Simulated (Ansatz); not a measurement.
```yaml
crystal:
  periodic: [false, false, false]
  atoms:
    - {symbol: C, position_ang: [-0.177342, -1.207812, 1.847301]}
    - {symbol: C, position_ang: [-0.030799, -0.368624, 0.654752]}
    - {symbol: N, position_ang: [0.084666, 0.209733, -0.287701]}
    - {symbol: Al, position_ang: [0.228775, 1.234566, -1.966016]}
    - {symbol: F, position_ang: [1.772476, 1.270283, -2.191095]}
    - {symbol: F, position_ang: [-0.521327, 2.677223, -1.487171]}
    - {symbol: F, position_ang: [-0.638018, 0.384214, -2.963400]}
    - {symbol: H, position_ang: [-0.600394, -2.166840, 1.613391]}
    - {symbol: H, position_ang: [-0.866282, -0.698421, 2.530056]}
    - {symbol: H, position_ang: [0.808212, -1.349658, 2.268170]}
basis:
  gaussian: {orbitals: def2-TZVP}
magnetization: {spin_polarized: true, initial_magnetization: 4}
hamiltonian: {xc: {name: RPBE}, dispersion: d3bjatm}
output: {forces: true}
```

```sh
$ ansatz run in.yaml --threads 2 --pin off --events-out ev --progress --plain --max-ram 32768MiB --backend cpu
```

Shortened log:

```
Functional definition: RPBE
  name "RPBE"
  cite "Hammer, Hansen & Nørskov, Phys. Rev. B 59, 7413 (1999) doi:10.1103/PhysRevB.59.7413"
  cite "Perdew, Burke & Ernzerhof, Phys. Rev. Lett. 77, 3865 (1996) doi:10.1103/PhysRevLett.77.3865"
  parameter kappa = 0.804
  parameter beta = 0.06672455060314922
  exchange = rpbe_x(kappa = kappa, mu = beta*pi^2/3)
  correlation = pbe_c(beta = beta)
1374 factors; their error is unknown
mean field evaluation 1: about -18308.4355 eV, gradient 8.8e1 eV
mean field evaluation 2: about -17716.0876 eV, gradient 2.7e2 eV
mean field evaluation 4: about -18290.6893 eV, gradient 9.6e1 eV
mean field evaluation 8: about -18355.1934 eV, gradient 1.6e1 eV
mean field evaluation 16: about -18356.3320 eV, gradient 2.2e-1 eV
mean field evaluation 32: about -18356.3099 eV, gradient 5.1e-5 eV
mean field -18356.30990154 eV, -674.5819465279 hartree, gradient 9.0e-6 eV, S^2 6.013365; 10 other end points of the search recorded, 0 dependent functions left out
the calculation of the forces begins
reference -18356.30996082 eV, -674.5819487062 hartree; 33, 29 occupied and 208, 212 virtual orbitals, 1374 factors
Total energy: -18357.30154826 eV, -674.6183888727 hartree
Atom 0 at    -0.177342    -1.207812     1.847301 Å, force     0.200477     2.459813    -3.489683 eV/Å
Atom 1 at    -0.030799    -0.368624     0.654752 Å, force    -3.714147   -17.698956    30.913056 eV/Å
Atom 2 at     0.084666     0.209733    -0.287701 Å, force     3.597931    18.060429   -30.448545 eV/Å
Atom 3 at     0.228775     1.234566    -1.966016 Å, force    -2.100159     0.638026     4.251908 eV/Å
Atom 4 at     1.772476     1.270283    -2.191095 Å, force     4.431563     0.292901    -0.754502 eV/Å
Atom 5 at    -0.521327     2.677223    -1.487171 Å, force    -0.138438     0.461613     0.144642 eV/Å
Atom 6 at    -0.638018     0.384214    -2.963400 Å, force    -2.236875    -2.107405    -2.718948 eV/Å
Atom 7 at    -0.600394    -2.166840     1.613391 Å, force    -0.622326    -1.718951     0.077334 eV/Å
Atom 8 at    -0.866282    -0.698421     2.530056 Å, force    -0.348447     0.060758     0.950648 eV/Å
Atom 9 at     0.808212    -1.349658     2.268170 Å, force     0.930420    -0.448228     1.074092 eV/Å
Dipole moment:    -0.043547    -0.488824     0.724469 e Å
```

Task: What is wrong with this run?

Result: The spin is set far too high for this molecule. The run converged. The result belongs to that input, not to the molecule as meant.
